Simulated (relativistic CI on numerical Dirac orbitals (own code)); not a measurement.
Calculated levels, K XIII

Calculated at this level of theory: Dirac-Coulomb-Breit CI, orbitals from a KLI potential per configuration, model QED (radiative potential, 1s self-energy scaled to tabulated hydrogen-like ionisation energies), unscaled Slater integrals (own radial code, finite nucleus).

CI space (outside the closed core 1s2): 2s2 2p3, 2s 2p4, 2p5, 2p4 3s, 2s2 2p2 3s, 2p4 3p, 2p4 3d, 2s2 2p2 3p, 2s2 2p2 3d, 2s 2p3 3s, 2s 2p3 3p, 2s 2p3 3d, 2s2 2p2 4s, 2s2 2p2 4p, 2s2 2p2 4d, 2s2 2p2 4f. Levels of other configurations are missing.

```
No.        Configuration  Term    J  E (10³ cm⁻¹)    %  Lifetime (s)
 41           2p2(1D) 3p   2D°  5/2        3573.1   94      3.99e-11
 42           2p2(1D) 3p   2P°  1/2        3588.3   98      1.93e-11
 43           2p2(3P) 3d    4F  3/2        3598.5   88      1.38e-11
 44           2p2(1D) 3p   2P°  3/2        3601.6   87      1.48e-11
 45           2p2(3P) 3d    4F  5/2        3603.7   84      1.20e-11
 46           2p2(3P) 3d    4F  7/2        3612.0   87      4.13e-11
 47           2p2(3P) 3d    2P  3/2        3619.3   51      1.04e-12
 48           2p2(3P) 3d    4D  1/2        3621.7   83      3.50e-12
 49           2p2(3P) 3d    4F  9/2        3622.3   96      5.90e-10
 50  2s 2p3(4S°)<5S°> 3s   4S°  3/2        3622.7   78      1.86e-12
 51           2p2(3P) 3d    4D  5/2        3624.9   62      1.65e-12
 52           2p2(3P) 3d    4D  3/2        3630.0   51      1.13e-12
 53           2p2(3P) 3d    4D  7/2        3630.9   73      7.38e-11
 54           2p2(1S) 3p   2P°  1/2        3635.7   94      3.81e-11
 55           2p2(1S) 3p   2P°  3/2        3636.1   88      2.92e-11
 56           2p2(3P) 3d    2F  5/2        3638.2   84      1.17e-12
 57           2p2(3P) 3d    2P  1/2        3643.0   84      6.32e-13
 58           2p2(3P) 3d    4P  5/2        3650.3   81      2.28e-13
 59           2p2(3P) 3d    4P  3/2        3655.6   90      2.05e-13
 60           2p2(3P) 3d    2F  7/2        3656.9   81      1.43e-12
 61           2p2(3P) 3d    4P  1/2        3658.2   94      1.96e-13
 62  2s 2p3(4S°)<5S°> 3p    6P  3/2        3676.5   99      5.49e-10
 63  2s 2p3(4S°)<5S°> 3p    6P  5/2        3678.4   99      3.75e-10
 64  2s 2p3(4S°)<5S°> 3p    6P  7/2        3681.7  100      4.97e-10
 65           2p2(3P) 3d    2D  3/2        3691.9   92      3.55e-13
 66           2p2(3P) 3d    2D  5/2        3694.9   92      2.58e-13
 67           2p2(1D) 3d    2G  7/2        3710.4   89      3.52e-12
 68           2p2(1D) 3d    2G  9/2        3712.9   97      5.02e-10
 69           2p2(1D) 3d    2D  3/2        3725.8   96      2.47e-13
 70           2p2(1D) 3d    2D  5/2        3728.4   64      2.07e-13
 71  2s 2p3(4S°)<5S°> 3p    4P  5/2        3730.0   96      8.10e-13
 72  2s 2p3(4S°)<5S°> 3p    4P  3/2        3730.9   99      9.83e-13
 73  2s 2p3(4S°)<5S°> 3p    4P  1/2        3732.1   99      1.00e-12
 74           2p2(1D) 3d    2F  7/2        3735.5   91      1.57e-13
 75           2p2(1D) 3d    2F  5/2        3742.5   60      1.89e-13
 76           2p2(1D) 3d    2P  1/2        3744.0   96      2.88e-13
 77           2p2(1D) 3d    2P  3/2        3751.0   95      2.65e-13
 78           2p2(1D) 3d    2S  1/2        3758.3   95      3.79e-13
 79  2s 2p3(2D°)<3D°> 3s   4D°  5/2        3767.1   95      2.48e-12
 80  2s 2p3(2D°)<3D°> 3s   4D°  3/2        3767.2   95      2.50e-12
 81  2s 2p3(2D°)<3D°> 3s   4D°  1/2        3767.8   97      2.50e-12
 82  2s 2p3(2D°)<3D°> 3s   4D°  7/2        3768.8   98      2.43e-12
 83           2p2(1S) 3d    2D  5/2        3803.3   92      3.85e-13
 84           2p2(1S) 3d    2D  3/2        3808.3   94      3.09e-13
 85  2s 2p3(2D°)<3D°> 3s   2D°  3/2        3817.5   92      1.89e-12
```

Energies count from the lowest computed level; ° marks odd parity; lifetimes are radiative, by E1, M1, E2, M2 decay to levels of this space only. Percentages are summed over parent terms; the parents shown are those of the largest component, closed shells are left out there, and <> holds an intermediate term.

The mean weight of the leading LS term, summed over parents, in these 45 levels is 88 %, and that of the leading jj configuration (from the same eigenvectors) 55 %, so LS coupling describes them better.

At this charge energies of transitions that change n are usually good to better than 1 %, and those within a shell (Δn = 0) to a few per cent.
